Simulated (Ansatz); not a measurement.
Si(F)(H)(SiH3)2 (FH7Si3), SMILES F[SiH]([SiH3])[SiH3].

Geometry optimised at PBE0-D3(BJ)/def2-SVP. This is a generated structure with no PubChem entry under its InChIKey; it may be hypothetical.

Two levels are set side by side: PBE/def2-SVPD (Ansatz, a program for electronic structure) and PBE0/def2-SVPD (Ansatz). Energy differences of separate SCF runs at the same geometry; the states with an electron removed or added have multiplicity 2 and 2. Differences are taken from unrounded values.

```
quantity                           PBE0   PBE  PBE minus PBE0
---------------------------------  ----  ----  --------------
vertical ionisation energy (eV)    9.84  9.58           -0.26
vertical singlet–triplet gap (eV)  5.01  4.71           -0.30
```
